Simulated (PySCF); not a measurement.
Bonds: Al1-C2, Al1-C9, Al1-C16, C2-C3, C9-C10. C2 carries H4, H5; C3 carries H6, H7, H8; C9 carries H11, H12; C10 carries H13, H14, H15; C16 carries H17, H18, H19.

Geometry: PBE0-D3(BJ)/def2-SVP; GIAO absolute shieldings from PySCF, gas phase, non-relativistic, averaged over equivalent atoms.

At PBE/pcSseg-1 (pcSseg-2 on Al) (193 basis functions, 28 s wall time on 1 thread of an Arm Neoverse V2, shared host):
```
               atoms  σ (ppm)
                 Al1    235.3
              C3/C10    172.1
               C2/C9    172.9
                 C16    188.4
H6/H7/H8/H13/H14/H15    30.09
       H4/H5/H11/H12    30.82
         H17/H18/H19    31.46
```

Problem. Estimate the result of repeating the calculation with B3LYP/pcSseg-1 (pcSseg-2 on Al).

Solution. 
| atoms | σ at B3LYP/pcSseg-1 (pcSseg-2 on Al) | change |
| --- | --- | --- |
| Al1 | 244.8 | +9.5 |
| C3/C10 | 170.9 | -1.2 |
| C2/C9 | 173.0 | +0.1 |
| C16 | 188.0 | -0.4 |
| H6/H7/H8/H13/H14/H15 | 30.28 | +0.19 |
| H4/H5/H11/H12 | 31.13 | +0.31 |
| H17/H18/H19 | 31.68 | +0.22 |

The largest change is at Al1 (aluminium bonded to 3 C). Cost: 193 basis functions, 20 s wall time on 1 thread of an Arm Neoverse V2, shared host. The order of the carbon signals is the same at both levels.
